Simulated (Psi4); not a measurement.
Complex: HF (SMILES F) (first 2 atoms) with H2S (SMILES S); geometry from B3LYP-D3(BJ)/def2-TZVP, rigid monomers moved along the line of their centres of mass till H2···S3 is 3.14 Å.
(charge 0, multiplicity 1):
```xyz
5

F      0.00360    -0.14085    -0.34291
H      0.12754    -0.35384     0.56340
S      0.37641    -0.84786     3.65264
H     -0.93364    -0.64403     3.87139
H      0.68520     0.43296     3.91675
```

The numbers are results of SAPT0/jun-cc-pV(D+d)Z in Psi4, not measurements.

Task: Give the four SAPT terms and the total, and say what mostly holds the pair together.

Result: electrostatics -2.56, exchange 0.56, induction -0.50, dispersion -0.28, total -2.79 kcal/mol; the largest attraction is electrostatics.
